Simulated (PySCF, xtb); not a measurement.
C₅H₆Se, SMILES [C@H]1(C#C)C[C@H]1[SeH].

GFN2-xTB run with xtb 6.7.1 at its own geometry gives an orbital gap of 3.88 eV and a dipole moment of 2.47 D.

Geometry optimised at PBE0-D3(BJ)/def2-SVP. The structure was generated by enumeration; whether it is a known compound was not checked. The values are those of a single conformer.

Problem. What does PBE/def2-TZVP (PySCF) give? (An estimate is asked for; the answer gives what the named calculation found.)

Solution. gap 4.55 eV (levels -5.39 and -0.84 eV), dipole 1.32 D.
